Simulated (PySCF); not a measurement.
# Fractional electron number in Nb⁺ (niobium, charge +1)

The 4d alpha orbital of [Kr] 4d4 is emptied in steps (occupation f), with all orbitals relaxed, ending at [Kr] 4d3. Calculation: PySCF 2.14, in x2c-TZVPall; the spin-free X2C one-electron Hamiltonian (Gaussian nucleus). The exact energy is a straight line in f; departures are measured from the line between the end points of the same method.

| f | LDA (eV) | PBE (eV) |
| --- | --- | --- |
| 1 | 0.000 | 0.000 |
| 0.9 | -0.403 | -0.402 |
| 0.7 | -0.983 | -0.976 |
| 0.5 | -1.199 | -1.181 |
| 0.3 | -1.024 | -1.004 |
| 0.1 | -0.444 | -0.434 |
| 0 | 0.000 | 0.000 |

| method | E(f=0) − E(f=1) (eV) | −ε at f=1 (eV) | −ε at f=0.5 (eV) |
| --- | --- | --- | --- |
| LDA | 14.873 | 10.532 | 14.760 |
| PBE | 14.595 | 10.278 | 14.517 |

Orbital energy along the path (eV):

```
  f      LDA      PBE
  1  -10.532  -10.278
0.9  -11.177  -10.890
0.7  -12.843  -12.628
0.5  -14.760  -14.517
0.3  -16.753  -16.456
0.1  -18.796  -18.435
  0  -19.830  -19.441
```

Reference removal energy between the ground levels: 14.32 eV (semi-empirical (NIST evaluation); NIST Atomic Spectra Database, ionization energies). The calculation has no spin-orbit coupling. The determinant left behind need not be the lowest term of the ion.
